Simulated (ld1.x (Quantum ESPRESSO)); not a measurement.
# thulium: PAW pseudisation with PBE, scalar-relativistic reference atom.

ld1.x (Quantum ESPRESSO) 7.5 was run on this input:

```
&input
   title='Tm', zed=69., rel=1, dft='PBE', iswitch=3,
   config='[Xe] 4f13 5d0 6s1.5 6p0.5',
   nld=3, rlderiv=2.45, eminld=-6.0, emaxld=5.0, deld=0.02
 /
 &inputp
   pseudotype=3, lpaw=.true., tm=.true., lloc=-2, rcloc=2.05,
   nlcc=.true., rcore=1.25,
   which_augfun='GAUSS', rmatch_augfun=1.45,
   file_pseudopw='Tm.UPF', file_wfcaegen='ae.wfc', file_wfcncgen='nc.wfc', file_beta='beta', file_chi='chi', file_wfcusgen='us.wfc'
 /
6
5S  1  0   2.00   0.00  1.60  1.70  0.0
6S  2  0   1.50   0.00  1.60  1.70  0.0
5P  2  1   6.00   0.00  1.95  2.25  0.0
6P  3  1   0.50   0.00  1.95  2.25  0.0
5D  3  2   0.00   0.00  1.55  2.00  0.0
5D  3  2   0.00   0.20  1.55  2.00  0.0
 &test
   configts(1)='5s2 5p6 5d0 6s1.5 6p0.5'
 /
```

Command:

```bash
ld1.x < Tm.in > Tm.out
```

Resulting log (shortened: banner, matrices, multipoles, cross overlaps and the repeated all-electron block are left out):

```
Program LD1 v.7.5
     --------------------------- All-electron run ----------------------------

     Tm
     scalar relativistic calculation

     atomic number is 69.00
     dft =PBE   lsd =0 sic =0 latt =0  beta=0.20 tr2=1.0E-14
     Exchange-correlation= PBE
                           (   1   4   3   4   0   0   0)
     mesh =1269 r(mesh) = 101.07810 a.u. xmin = -7.00 dx = 0.01250
     1 Ry =  13.60569312 eV, c = 137.03599908

     n l     nl                  e(Ry)          e(Ha)          e(eV)
     1 0     1S 1( 2.00)     -4357.9298     -2178.9649    -59292.6550
     2 0     2S 1( 2.00)      -735.2905      -367.6452    -10004.1368
     2 1     2P 1( 6.00)      -649.1575      -324.5787     -8832.2371
     3 0     3S 1( 2.00)      -165.2968       -82.6484     -2248.9771
     3 1     3P 1( 6.00)      -139.2197       -69.6098     -1894.1802
     4 0     4S 1( 2.00)       -32.6074       -16.3037      -443.6469
     4 1     4P 1( 6.00)       -24.0409       -12.0205      -327.0934
     3 2     3D 1(10.00)      -107.0502       -53.5251     -1456.4918
     5 0     5S 1( 2.00)        -3.9835        -1.9918       -54.1984
     5 1     5P 1( 6.00)        -2.0373        -1.0186       -27.7185
     4 2     4D 1(10.00)       -12.6708        -6.3354      -172.3954
     4 3     4F 1(13.00)        -0.2856        -0.1428        -3.8861
     5 2     5D 1( 0.00)        -0.0984        -0.0492        -1.3386
     6 0     6S 1( 1.50)        -0.3187        -0.1594        -4.3366
     6 1     6P 1( 0.50)        -0.1085        -0.0543        -1.4767

     final scf error:  5.8E-15 reached in  29 iterations

     Etot =  -27134.844288 Ry,  -13567.422144 Ha, -369188.364316 eV

     Ekin =   29497.942313 Ry,   14748.971157 Ha,  401339.950876 eV
     Encl =  -66694.516357 Ry,  -33347.258179 Ha, -907425.122542 eV
     Eh   =   10631.964685 Ry,    5315.982343 Ha,  144655.248804 eV
     Exc  =    -570.234929 Ry,    -285.117465 Ha,   -7758.441453 eV

     normalization and overlap integrals

     s(1S/1S) =  1.000000  <r> =   0.0200  <r2> =    0.0005  r(max) =   0.0126
     s(2S/2S) =  1.000000  <r> =   0.0849  <r2> =    0.0085  r(max) =   0.0718
     s(2P/2P) =  1.000000  <r> =   0.0754  <r2> =    0.0069  r(max) =   0.0588
     s(3S/3S) =  1.000000  <r> =   0.2209  <r2> =    0.0558  r(max) =   0.2026
     s(3P/3P) =  1.000000  <r> =   0.2203  <r2> =    0.0562  r(max) =   0.2001
     s(4S/4S) =  1.000000  <r> =   0.4978  <r2> =    0.2798  r(max) =   0.4623
     s(4P/4P) =  1.000000  <r> =   0.5284  <r2> =    0.3178  r(max) =   0.4860
     s(3D/3D) =  1.000000  <r> =   0.1999  <r2> =    0.0469  r(max) =   0.1638
     s(5S/5S) =  1.000000  <r> =   1.2303  <r2> =    1.7067  r(max) =   1.0952
     s(5P/5P) =  1.000000  <r> =   1.4720  <r2> =    2.4755  r(max) =   1.2566
     s(4D/4D) =  1.000000  <r> =   0.5716  <r2> =    0.3796  r(max) =   0.4983
     s(4F/4F) =  1.000001  <r> =   0.8094  <r2> =    0.9209  r(max) =   0.4983
     s(5D/5D) =  1.000000  <r> =   3.5068  <r2> =   16.1194  r(max) =   2.0717
     s(6S/6S) =  1.000000  <r> =   3.9162  <r2> =   17.5154  r(max) =   3.2900
     s(6P/6P) =  1.000000  <r> =   5.7224  <r2> =   37.9505  r(max) =   4.6108

     ------------------------ End of All-electron run ------------------------

     --------------------- Generating PAW atomic setup --------------------

      Generating local potential from pseudized AE potential:
      Matching radius rcloc =   2.0500
      Enforcing V''(0)=0 (lloc=-2)

      Local pseudo, rcloc= 2.046 Estimated cut-off energy=     7.72 Ry

      Computing core charge for nlcc:

       r > 1.26 : true rho core
       r < 1.26 : rho core = a sin(br)/r    a=   7.14  b=   2.08

      Integrated core pseudo-charge :   6.48
      Wfc-us  5S rcutus= 1.718  Estimated cut-off energy=    17.93 Ry
      Wfc-us  6S rcutus= 1.718  Estimated cut-off energy=    33.83 Ry
      Wfc-us  5P rcutus= 2.261  Estimated cut-off energy=    16.55 Ry
      Wfc-us  6P rcutus= 2.261  Estimated cut-off energy=    30.26 Ry
      Wfc-us  5D rcutus= 1.995  Estimated cut-off energy=    27.76 Ry
      Wfc-us  5D rcutus= 1.995  Estimated cut-off energy=    28.34 Ry

     Required augmentation: GAUSS   radius:    1.450000
     Message from routine us2paw:
     GAUSS augmentation functions are ususally harder than BESSEL; use BESSEL instead unless you have discontinuity in local potential

     Estimated PAW energy = -624.415692 Ryd

     ------------------- End of pseudopotential generation -------------------

     Computing logarithmic derivative in   2.45264
     Computing logarithmic derivative in   2.45264
     Computing the partial wave expansion
     R is outside the sphere for l=    0 j= 0.00
     R is outside the sphere for l=    0 j= 0.00
     R is outside the sphere for l=    1 j= 0.00
     R is outside the sphere for l=    1 j= 0.00
     R is outside the sphere for l=    2 j= 0.00
     R is outside the sphere for l=    2 j= 0.00

     ---------------------- Testing the pseudopotential ----------------------

     Tm
     scalar relativistic calculation

     atomic number is 69.00   valence charge is 10.00
     dft = SLA  PW   PBX  PBC   lsd =0 sic =0 latt =0  beta=0.20 tr2=1.0E-14
     mesh =1269 r(mesh) = 101.07810 xmin = -7.00 dx = 0.01250

     n l     nl             e AE (Ry)        e PS (Ry)    De AE-PS (Ry)
     1 0     5S   1( 2.00)       -3.98351       -3.98345       -0.00006
     2 1     5P   1( 6.00)       -2.03727       -2.03723       -0.00004
     3 2     5D   1( 0.00)       -0.09839       -0.09837       -0.00001
     2 0     6S   1( 1.50)       -0.31874       -0.31873       -0.00001
     3 1     6P   1( 0.50)       -0.10854       -0.10854       -0.00000

     eps = 4.1E-15  iter =  4

     Etot =  -27134.844288 Ry,  -13567.422144 Ha, -369188.364316 eV
     Etotps =  -624.415684 Ry,    -312.207842 Ha,   -8495.608182 eV

     Ekin =     152.673230 Ry,      76.336615 Ha,    2077.225117 eV
     Encl =    -257.276262 Ry,    -128.638131 Ha,   -3500.421868 eV
     Ehrt =      50.422461 Ry,      25.211230 Ha,     686.032525 eV
     Ecxc =    -570.235113 Ry,    -285.117557 Ha,   -7758.443957 eV
     (Ecc =      -7.832580 Ry,      -3.916290 Ha,    -106.567675 eV)

     ---------------------- End of pseudopotential test ----------------------
```

Generation and configuration tests took about 2.9 s on one core of a shared server CPU.

Transferability test of the new file with ld1.x, input:

```
&input
   title='Tm', zed=69., rel=1, dft='PBE', iswitch=2,
   config='[Xe] 4f13 5d0 6s1.5 6p0.5'
 /
 &test
   file_pseudo='Tm.UPF', nconf=8,
   configts(1)='5s2 5p6 5d0 6s1.5 6p0.5',
   configts(2)='5s2 5p6 5d0 6s2 6p0',
   configts(3)='5s2 5p6 5d0 6s1 6p0',
   configts(4)='5s2 5p6 5d0 6s0 6p0',
   configts(5)='5s2 5p6 5d0 6s1 6p1',
   configts(6)='5s1 5p6 5d0 6s2 6p0',
   configts(7)='5s2 5p6 5d1 6s1 6p0',
   configts(8)='5s2 5p6 5d0 6s0 6p2'
 /
```

```bash
ld1.x < Tm.test.in > Tm.test.out
```

Pseudopotential blocks of its output, shortened (energy terms left out; the distinct warnings before each block abridged to one line each):

```
     ---------------------- Testing the pseudopotential ----------------------

     n l     nl             e AE (Ry)        e PS (Ry)    De AE-PS (Ry)
     1 0     5S   1( 2.00)       -3.98351       -3.98345       -0.00006
     2 1     5P   1( 6.00)       -2.03727       -2.03723       -0.00004
     3 2     5D   1( 0.00)       -0.09839       -0.09837       -0.00001
     2 0     6S   1( 1.50)       -0.31874       -0.31873       -0.00001
     3 1     6P   1( 0.50)       -0.10854       -0.10854       -0.00000

     eps = 4.1E-15  iter =  4

     Etot =  -27134.844287 Ry,  -13567.422144 Ha, -369188.364316 eV
     Etotps =  -624.415684 Ry,    -312.207842 Ha,   -8495.608182 eV

     ---------------------- End of pseudopotential test ----------------------

          ---------------------- Testing the pseudopotential ----------------------

     n l     nl             e AE (Ry)        e PS (Ry)    De AE-PS (Ry)
     1 0     5S   1( 2.00)       -3.92295       -3.91810       -0.00485
     2 1     5P   1( 6.00)       -1.97713       -1.97323       -0.00391
     3 2     5D   1( 0.00)       -0.05795       -0.05689       -0.00106
     2 0     6S   1( 2.00)       -0.28474       -0.28411       -0.00063
     3 1     6P   1( 0.00)       -0.08229       -0.08213       -0.00015

     eps = 1.8E-15  iter =  9

     Etot =  -27134.947358 Ry,  -13567.473679 Ha, -369189.766667 eV
     Etotps =  -624.518658 Ry,    -312.259329 Ha,   -8497.009212 eV
     dEtot_ae =      -0.103071 Ry
     dEtot_ps =      -0.102974 Ry,   Delta E=      -0.000097 Ry

     ---------------------- End of pseudopotential test ----------------------

          ---------------------- Testing the pseudopotential ----------------------

     n l     nl             e AE (Ry)        e PS (Ry)    De AE-PS (Ry)
     1 0     5S   1( 2.00)       -4.41771       -4.42945        0.01174  !
     2 1     5P   1( 6.00)       -2.47088       -2.48057        0.00968  !
     3 2     5D   1( 0.00)       -0.48238       -0.48674        0.00436
     2 0     6S   1( 1.00)       -0.67366       -0.67629        0.00264
     3 1     6P   1( 0.00)       -0.40459       -0.40622        0.00163

     eps = 5.2E-15  iter =  8

     Etot =  -27134.472786 Ry,  -13567.236393 Ha, -369183.309784 eV
     Etotps =  -624.043234 Ry,    -312.021617 Ha,   -8490.540731 eV
     dEtot_ae =       0.371501 Ry
     dEtot_ps =       0.372451 Ry,   Delta E=      -0.000950 Ry

     ---------------------- End of pseudopotential test ----------------------

          ---------------------- Testing the pseudopotential ----------------------

     n l     nl             e AE (Ry)        e PS (Ry)    De AE-PS (Ry)
     1 0     5S   1( 2.00)       -4.99841       -5.03480        0.03638  !
     2 1     5P   1( 6.00)       -3.04736       -3.07740        0.03004  !
     3 2     5D   1( 0.00)       -0.98717       -1.00445        0.01727  !
     2 0     6S   1( 0.00)       -1.10751       -1.12134        0.01383  !
     3 1     6P   1( 0.00)       -0.76244       -0.77885        0.01641  !

     eps = 2.7E-16  iter =  9

     Etot =  -27133.583487 Ry,  -13566.791744 Ha, -369171.210254 eV
     Etotps =  -623.147634 Ry,    -311.573817 Ha,   -8478.355482 eV
     dEtot_ae =       1.260800 Ry
     dEtot_ps =       1.268050 Ry,   Delta E=      -0.007250 Ry

     ---------------------- End of pseudopotential test ----------------------

          ---------------------- Testing the pseudopotential ----------------------

     n l     nl             e AE (Ry)        e PS (Ry)    De AE-PS (Ry)
     1 0     5S   1( 2.00)       -4.04069       -4.04531        0.00462
     2 1     5P   1( 6.00)       -2.09388       -2.09759        0.00371
     3 2     5D   1( 0.00)       -0.13641       -0.13760        0.00119
     2 0     6S   1( 1.00)       -0.34910       -0.34971        0.00061
     3 1     6P   1( 1.00)       -0.13167       -0.13182        0.00014

     eps = 2.4E-15  iter =  8

     Etot =  -27134.737379 Ry,  -13567.368690 Ha, -369186.909757 eV
     Etotps =  -624.308621 Ry,    -312.154310 Ha,   -8494.151508 eV
     dEtot_ae =       0.106908 Ry
     dEtot_ps =       0.107064 Ry,   Delta E=      -0.000155 Ry

     ---------------------- End of pseudopotential test ----------------------

          Warning: n=1, l=0 expected 0 nodes, found 1
     Warning: n=2, l=1 expected 0 nodes, found 1
     ---------------------- Testing the pseudopotential ----------------------

     n l     nl             e AE (Ry)        e PS (Ry)    De AE-PS (Ry)
     1 0     5S   1( 1.00)       -4.85204       -4.96574        0.11371  !
     2 1     5P   1( 6.00)       -2.85585       -2.94314        0.08729  !
     3 2     5D   1( 0.00)       -0.69681       -0.73293        0.03613  !
     2 0     6S   1( 2.00)       -0.79533       -0.80973        0.01440  !
     3 1     6P   1( 0.00)       -0.47821       -0.48684        0.00864  !

     eps = 3.2E-15  iter = 14

     Etot =  -27130.576331 Ry,  -13565.288166 Ha, -369130.295810 eV
     Etotps =  -620.086964 Ry,    -310.043482 Ha,   -8436.712948 eV
     dEtot_ae =       4.267956 Ry
     dEtot_ps =       4.328720 Ry,   Delta E=      -0.060763 Ry

     ---------------------- End of pseudopotential test ----------------------

          ---------------------- Testing the pseudopotential ----------------------

     n l     nl             e AE (Ry)        e PS (Ry)    De AE-PS (Ry)
     1 0     5S   1( 2.00)       -3.89240       -3.88279       -0.00960  !
     2 1     5P   1( 6.00)       -1.95060       -1.94342       -0.00718  !
     3 2     5D   1( 1.00)       -0.05549       -0.05477       -0.00072
     2 0     6S   1( 1.00)       -0.28454       -0.28446       -0.00008
     3 1     6P   1( 0.00)       -0.09056       -0.09111        0.00056

     eps = 2.9E-15  iter = 14

     Etot =  -27134.719332 Ry,  -13567.359666 Ha, -369186.664205 eV
     Etotps =  -624.289862 Ry,    -312.144931 Ha,   -8493.896280 eV
     dEtot_ae =       0.124956 Ry
     dEtot_ps =       0.125822 Ry,   Delta E=      -0.000867 Ry

     ---------------------- End of pseudopotential test ----------------------

          ---------------------- Testing the pseudopotential ----------------------

     n l     nl             e AE (Ry)        e PS (Ry)    De AE-PS (Ry)
     1 0     5S   1( 2.00)       -4.14776       -4.16121        0.01345  !
     2 1     5P   1( 6.00)       -2.19940       -2.21018        0.01078  !
     3 2     5D   1( 0.00)       -0.20749       -0.21134        0.00385
     2 0     6S   1( 0.00)       -0.40232       -0.40411        0.00180
     3 1     6P   1( 2.00)       -0.17156       -0.17204        0.00048

     eps = 2.0E-15  iter =  9

     Etot =  -27134.513420 Ry,  -13567.256710 Ha, -369183.862640 eV
     Etotps =  -624.083645 Ry,    -312.041822 Ha,   -8491.090553 eV
     dEtot_ae =       0.330867 Ry
     dEtot_ps =       0.332040 Ry,   Delta E=      -0.001173 Ry

     ---------------------- End of pseudopotential test ----------------------
```
